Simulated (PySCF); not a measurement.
Vertical excitations of a molecule CH₅F₃Si₂ from TDA-B3LYP/def2-SVPD (PySCF), as energy in eV (oscillator strength): 6.11 (0.015), 7.04 (0.000), 7.14 (0.061), 7.69 (0.160), 7.71 (0.003), 8.14 (0.048), 8.16 (0.001), 8.22 (0.026), 8.34 (0.002), 8.37 (0.000). Lowest triplet (TDA): 5.64 eV. The structure is a stationary point at TPSSh-D3(BJ)/def2-SVP. The values are those of a single conformer.

### Question
Identify the compound among the candidates.
A) C[SiH2][Si](F)(F)F
B) F[SiH2]C(F)(F)[SiH3]
C) F[SiH2][SiH2]C(F)F
D) F[SiH2]C[SiH](F)F

### Answer
B, F[SiH2]C(F)(F)[SiH3]
